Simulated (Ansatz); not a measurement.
Energy needed to pull apart GaHCl, doublet, into free ground-state atoms, from the structure below (displaced at random from a GFN2-xTB minimum); no zero-point or spin–orbit terms; open-shell atoms are treated unrestricted, in their ground-state multiplicity.

```json
{"atom": "Cl1", "x (Å)": "1.6326", "y (Å)": "-0.1908", "z (Å)": "0.7937"}
{"atom": "Ga2", "x (Å)": "-0.1730", "y (Å)": "-0.5380", "z (Å)": "-0.1168"}
{"atom": "H3", "x (Å)": "-1.4399", "y (Å)": "0.7056", "z (Å)": "-0.6579"}
```

Ansatz 0.2.0; basis: def2-TZVPP; cores frozen in the correlated methods; orbitals are unrestricted. Filled d shells of the heavier atoms are correlated. The def2 sets are not built for correlating such inner shells, so the correlated values are less sure here.

```json
{"method": "PBE-D4", "atomization energy (kJ/mol)": "556"}
{"method": "revPBE-D4", "atomization energy (kJ/mol)": "540"}
{"method": "r2SCAN-D4", "atomization energy (kJ/mol)": "570"}
{"method": "PBE0-D4", "atomization energy (kJ/mol)": "549"}
{"method": "BHLYP-D4", "atomization energy (kJ/mol)": "527"}
{"method": "wB97M-V", "atomization energy (kJ/mol)": "545"}
{"method": "HF", "atomization energy (kJ/mol)": "?"}
{"method": "MP2", "atomization energy (kJ/mol)": "544"}
{"method": "CCSD", "atomization energy (kJ/mol)": "?"}
{"method": "CCSD(T)", "atomization energy (kJ/mol)": "534"}
```

(1) What does HF give? (To be estimated.)

(2) What does CCSD give? (An estimate is asked for; the value comes from the calculation.)

No T1 diagnostic of these runs exceeds 0.016. ⟨S²⟩ of the unrestricted Hartree–Fock references: 0.78 (a pure state has 0.75).

Answers

(1) By the calculation: 401 kJ/mol, which is about 133 kJ/mol less than CCSD(T)/def2-TZVPP.

(2) Computed: 523 kJ/mol, which is about 11 kJ/mol less than CCSD(T)/def2-TZVPP.

In triple zeta the MP2 and coupled-cluster atomization energies are still short of their basis limit by a few kcal/mol a bond, whereas those of the functionals are nearly converged, so these differences are not deviations from converged CCSD(T).

For scale, one of the runs: CCSD(T)/def2-TZVPP forces, 104 basis functions (an equivalent command: `ansatz run in.yaml --threads 4`). Hardware: 4 CPU threads, shared host. Wall time 35 s; peak host memory 1.1 GiB.
